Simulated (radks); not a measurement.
The numbers below are computed, except where a source is named.
Valence configurations of Tc II (all share [Kr]). Code: a radial shooting solver on a logarithmic mesh with Libxc functionals. Model: Dirac Kohn-Sham, BLYP, spin-unpolarised, spherical densities, finite nucleus; open shells fill j = l - 1/2 first; Fermi nuclear charge, rms radius 4.4112 fm. Energies are relative to 4d5 5s1; eigenvalues in eV.

| valence | E (eV) | e(4d3/2) | e(4d5/2) | e(5p1/2) | e(5p3/2) | e(5s1/2) |
|---|---|---|---|---|---|---|
| 4d6 | -1.644 | -11.541 | -11.273 | - | - | - |
| 4d5.5 5s0.5 | -0.995 | -12.761 | -12.480 | - | - | -10.847 |
| 4d5 5s1 | 0.000 | -14.062 | -13.767 | - | - | -11.409 |
| 4d4.5 5s1.5 | 1.373 | -15.435 | -15.127 | - | - | -11.983 |
| 4d4 5s2 | 3.154 | -16.872 | - | - | - | -12.566 |
| 4d4.5 5s1 5p0.5 | 3.659 | -15.981 | -15.671 | -7.736 | - | -12.339 |
| 4d5 5p1 | 4.419 | -15.150 | -14.851 | -7.643 | - | - |
| 4d4 5s1 5p1 | 7.946 | -17.935 | - | -8.387 | - | -13.244 |
| 4d4 5p2 | 12.866 | -18.945 | - | -8.893 | - | - |
| 4d2 5p4 | 39.330 | -27.165 | - | -11.380 | -10.968 | - |

NIST lists [Kr] 4d5 5s1 as the ground configuration; this level of theory puts 4d6 lower, by 1.644 eV. The energies are those of spherical spin-averaged densities, not of single terms.
